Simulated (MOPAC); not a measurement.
Job for MOPAC: PM6 on BH3O (SMILES BO), a point of a torsion scan.

```
PM6 1SCF PRECISE CHARGE=0 THREADS=1
BH3O

B     -0.45378224 1    -0.05664503 1     0.12119955 1
O      0.81349551 1    -0.40644267 1     0.30650794 1
H     -1.29424376 1    -0.83484016 1    -0.16982096 1
H     -0.65267845 1     1.09625508 1     0.02723759 1
H      1.00042620 1    -1.29206589 1     0.61854549 1
```

The log:

```
*******************************************************************************
 **                                                                           **
 **                              MOPAC v23.2.5                                **
 **                                                                           **
 *******************************************************************************
 ** MOPAC's Digital Object Identifier: https://doi.org/10.5281/zenodo.6511958 **
 **                                                                           **
 ** Please cite the open-source release paper for use of this MOPAC version:  **
 ** J. E. Moussa and J. J. P. Stewart (2026)                                  **
 ** MOPAC: An open-source semiempirical molecular orbital program             **
 ** J. Open Source Softw., 11(119), 8025, https://doi.org/10.21105/joss.08025 **
 *******************************************************************************

                              PM6 CALCULATION RESULTS

 *******************************************************************************
 *  PM6        - The PM6 Hamiltonian to be used
 *
 *
 *
 *                 CHARGE ON SYSTEM = 0
 *
 *
 *
 *  PRECISE    - TIGHTER CRITERIA TO BE USED
 *  1SCF       - DO 1 SCF AND THEN STOP
 *  THREADS=1  - MULTI-THREADING NOT USED
 *  T=         - A TIME OF 172800.0 SECONDS REQUESTED
 *  DUMP=N     - RESTART FILE WRITTEN EVERY 7200.0 SECONDS REQUESTED
 *******************************************************************************
PM6 1SCF PRECISE CHARGE=0 THREADS=1
 BH3O

   ATOM   CHEMICAL          X               Y               Z
  NUMBER   SYMBOL      (ANGSTROMS)     (ANGSTROMS)     (ANGSTROMS)

     1       B         -0.45378224  *  -0.05664503  *   0.12119955  *
     2       O          0.81349551  *  -0.40644267  *   0.30650794  *
     3       H         -1.29424376  *  -0.83484016  *  -0.16982096  *
     4       H         -0.65267845  *   1.09625508  *   0.02723759  *
     5       H          1.00042620  *  -1.29206589  *   0.61854549  *



          CARTESIAN COORDINATES

    NO.       ATOM           X           Y           Z

     1         B         -0.4538     -0.0566      0.1212
     2         O          0.8135     -0.4064      0.3065
     3         H         -1.2942     -0.8348     -0.1698
     4         H         -0.6527      1.0963      0.0272
     5         H          1.0004     -1.2921      0.6185

 General Reference for PM6:
 "Optimization of Parameters for Semiempirical Methods V: Modification of NDDO Approximations
 and Application to 70 Elements", J. J. P. Stewart, J. Mol. Mod., 13, 1173-1213 (2007)
 URL: https://link.springer.com/article/10.1007/s00894-007-0233-4

           Empirical Formula: H3 O B  =     5 atoms



      MOLECULAR POINT GROUP   :   C1


      RHF CALCULATION, NO. OF DOUBLY OCCUPIED LEVELS = 6


 -------------------------------------------------------------------------------
 PM6 1SCF PRECISE CHARGE=0 THREADS=1
 BH3O



     1SCF WAS SPECIFIED, SO BFGS WAS NOT USED
     SCF FIELD WAS ACHIEVED


                              PM6 CALCULATION
                                                       MOPAC v23.2.5 Linux




          FINAL HEAT OF FORMATION =        -59.25415 KCAL/MOL =    -247.91938 KJ/MOL


          COSMO AREA              =         66.07 SQUARE ANGSTROMS
          COSMO VOLUME            =         47.73 CUBIC ANGSTROMS

          IONIZATION POTENTIAL    =         10.627423 EV
          HOMO LUMO ENERGIES (EV) =        -10.627  0.644
          NO. OF FILLED LEVELS    =          6
          MOLECULAR WEIGHT        =         29.8331         POINT GROUP:  C1

          MOLECULAR DIMENSIONS (Angstroms)

            Atom       Atom       Distance
            H     5    H     4     2.96420
            H     3    O     2     1.99919
            H     5    O     2     0.18990


          SCF CALCULATIONS        =          1





   ATOM   CHEMICAL          X               Y               Z
  NUMBER   SYMBOL      (ANGSTROMS)     (ANGSTROMS)     (ANGSTROMS)

     1       B         -0.45378224  *  -0.05664503  *   0.12119955  *
     2       O          0.81349551  *  -0.40644267  *   0.30650794  *
     3       H         -1.29424376  *  -0.83484016  *  -0.16982096  *
     4       H         -0.65267845  *   1.09625508  *   0.02723759  *
     5       H          1.00042620  *  -1.29206589  *   0.61854549  *

                             CARTESIAN COORDINATES

   1    B       -0.453782240    -0.056645030     0.121199550
   2    O        0.813495510    -0.406442670     0.306507940
   3    H       -1.294243760    -0.834840160    -0.169820960
   4    H       -0.652678450     1.096255080     0.027237590
   5    H        1.000426200    -1.292065890     0.618545490


           Empirical Formula: H3 O B  =     5 atoms



      MOLECULAR POINT GROUP   :   C1


                  EIGENVALUES
 -31.08097 -20.63835 -16.41129 -14.00274 -13.83916 -10.62742   0.64422   2.49325
   4.31008   5.17804   6.21613


              NET ATOMIC CHARGES AND DIPOLE CONTRIBUTIONS

  ATOM NO.   TYPE          CHARGE      No. of ELECS.   s-Pop       p-Pop
    1          B           0.063315        2.9367     1.08540     1.85129
    2          O          -0.465531        6.4655     1.69217     4.77336
    3          H           0.024866        0.9751     0.97513
    4          H           0.047379        0.9526     0.95262
    5          H           0.329970        0.6700     0.67003
 DIPOLE           X         Y         Z       TOTAL
 POINT-CHG.    -0.675    -1.006     0.318     1.253
 HYBRID         0.523    -0.485     0.286     0.769
 SUM           -0.152    -1.492     0.604     1.616


          ATOMIC ORBITAL ELECTRON POPULATIONS

     Atom    s        px        py        pz
    1  B   1.08540   0.66325   0.92228   0.26576
    2  O   1.69217   1.56483   1.49058   1.71795
    3  H   0.97513
    4  H   0.95262
    5  H   0.67003

 **********************
 *                    *
 * JOB ENDED NORMALLY *
 *                    *
 **********************




 == MOPAC DONE ==
```

The run finished.

Cost: about 0.05 core-seconds (a rough figure).
